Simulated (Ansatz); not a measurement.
The cluster Ag6Sb⁺, 7 atoms. Hardware: 4 threads of Intel Xeon 6975P-C on a shared host.

In the def2 sets Ag, Sb take a core potential; there is no spin–orbit coupling. Correlated methods freeze 4 core orbitals; core or outer-core shells of Sb, Ag are correlated, in sets that lack core-valence functions.

How many basis functions does each of these Ansatz runs have, and roughly what does it cost? PBE0-D4/def2-SVP, charge 1 singlet, energy, from earlier orbitals; MP2/def2-TZVP, charge 1 singlet, energy, from earlier orbitals; HF/STO-3G, charge 1 singlet, energy; PBE0-D4/def2-TZVP, charge 1 singlet, energy, from earlier orbitals; r2SCAN-D4/def2-SVP, charge 1 singlet, relaxation, 16 steps; RPA@PBE/def2-TZVP, charge 1 singlet, energy, from earlier orbitals; PBE-D4/def2-SVP, charge 1 singlet, energy with a search over starts; r2SCAN-D4/def2-TZVP, charge 1 singlet, energy, from earlier orbitals; ωB97X-V/def2-TZVP, charge 1 singlet, energy, from earlier orbitals; LDA (SPW92)/def2-TZVP, charge 1 singlet, energy, from earlier orbitals; PBE-D4/def2-TZVP, charge 1 singlet, energy and forces, from earlier orbitals; HF/def2-TZVP, charge 1 singlet, energy, from earlier orbitals.

Other jobs shared the machine, so times can vary by a factor of up to 3. A dash marks memory too small to be measured apart from the calling script's.

```
                                                                         run  functions  fitting or Cholesky vectors  wall time  peak host memory (GiB)
      LDA (SPW92)/def2-TZVP, charge 1 singlet, energy, from earlier orbitals        290                         2501      2.9 s                    0.67
         PBE-D4/def2-SVP, charge 1 singlet, energy with a search over starts        212                         2008      4.3 s                       –
PBE-D4/def2-TZVP, charge 1 singlet, energy and forces, from earlier orbitals        290                         2501      6.5 s                    0.67
           PBE0-D4/def2-SVP, charge 1 singlet, energy, from earlier orbitals        212                         2302      7.5 s                    0.93
        r2SCAN-D4/def2-TZVP, charge 1 singlet, energy, from earlier orbitals        290                         2501        8 s                    0.76
               HF/def2-TZVP, charge 1 singlet, energy, from earlier orbitals        290                         3345       10 s                     1.7
          PBE0-D4/def2-TZVP, charge 1 singlet, energy, from earlier orbitals        290                         2757       12 s                     1.6
              MP2/def2-TZVP, charge 1 singlet, energy, from earlier orbitals        290                         2807       13 s                     1.5
          RPA@PBE/def2-TZVP, charge 1 singlet, energy, from earlier orbitals        290                         2807       21 s                     1.7
                                         HF/STO-3G, charge 1 singlet, energy        189                         2295       22 s                     1.6
          ωB97X-V/def2-TZVP, charge 1 singlet, energy, from earlier orbitals        290                         2807       22 s                       2
                  r2SCAN-D4/def2-SVP, charge 1 singlet, relaxation, 16 steps        212                         2008       74 s                       –
```
